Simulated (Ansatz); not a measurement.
Two isomers of C4H8BF: A = `BC/C=C(/C)F`, B = `C=CCB(C)F`.

Calculated with Ansatz (gas phase, PBE0-D4/def2-TZVP geometries, no zero-point term in ΔE). CCSD(T)/CBS adds triple-zeta CCSD(T) − MP2 to the extrapolated MP2 energy (def2 sets, frozen cores). DFT in def2-TZVPP. B3LYP here is the variant with VWN-RPA as its local correlation; programs differ in this. Each species was taken in one conformer, which may not be the lowest.

Which is lower in electronic energy at CCSD(T)/CBS, and by how much? (Estimate.)

The calculation gave: B, by 251.7 kJ/mol.

Give E(B) − E(A) in kJ/mol with CCSD/def2-TZVPP, HF/def2-TZVPP, CCSD(T)/def2-TZVPP, MP2/def2-TZVPP, B3LYP-D4, r2SCAN-D4, ωB97M-V. (An estimate is asked.)

The calculation gave: CCSD/def2-TZVPP -255.8, HF/def2-TZVPP -272.7, CCSD(T)/def2-TZVPP -249.8, MP2/def2-TZVPP -247.1, B3LYP-D4 -247.8, r2SCAN-D4 -236.4, ωB97M-V -244.1. None reverses the order clearly.

Largest T1 diagnostic: 0.012.

In def2-TZVPP, CCSD(T) changes the Hartree–Fock value by +23.0 kJ/mol (the triples alone add +6.0 kJ/mol) and MP2 by +25.6 kJ/mol. From PBE to PBE0 (25 % exact exchange), in def2-TZVPP and without D4, E(B) − E(A) moves by −7.4 kJ/mol.
